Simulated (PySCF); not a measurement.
A GIAO shielding run with PySCF 2.14 (density fitting, non-relativistic, gas phase) on `CNB(C)C`, C₃H₁₀BN:

```
$ OMP_NUM_THREADS=1 python probes_run.py task.json out

{"job": {"kind": "nmr", "xc": "BLYP", "basis": "pcSseg-1", "pop": false}, "charge": 0, "multiplicity": 1}
C      2.010671     0.620411    -0.003893
N      1.061610    -0.440311     0.207092
B     -0.330712    -0.418046     0.030294
C     -1.061009     0.905218    -0.458046
C     -1.158060    -1.733298     0.331174
H      2.564207     0.872428     0.917889
H      1.491909     1.529551    -0.334822
H      2.756511     0.364348    -0.777125
H      1.481828    -1.308552     0.519575
H     -0.913977     1.731672     0.258869
H     -2.145490     0.765552    -0.577870
H     -0.664741     1.259244    -1.425202
H     -1.707165    -2.051606    -0.571995
H     -1.931513    -1.531068     1.092240
H     -0.555552    -2.587693     0.679419
```

Hardware: 1 thread of an Arm Neoverse V2, shared host.

**Question.** How large is the calculation?

**Answer.** 40 electrons, 135 basis functions and 689 auxiliary functions.

**Question.** How long does it take, and how much memory does it need?

**Answer.** 13 s of wall time, with 13 SCF cycles; peak memory 0.57 GiB. Times on a shared host scatter by some tens of per cent.

**Question.** And these other runs on the same molecule and hardware: GIAO shielding at PBE0/pcSseg-1; GIAO shielding at PBE0/pcSseg-2; GIAO shielding at B3LYP/pcSseg-1; GIAO shielding at B97-D/pcSseg-1; GIAO shielding at BP86/pcSseg-1; GIAO shielding at HF/pcSseg-1?

**Answer.** PBE0/pcSseg-1: 135 functions, 9.8 s; PBE0/pcSseg-2: 320 functions, 38 s; B3LYP/pcSseg-1: 135 functions, 8.4 s; B97-D/pcSseg-1: 135 functions, 13 s; BP86/pcSseg-1: 135 functions, 13 s; HF/pcSseg-1: 135 functions, 3.7 s.
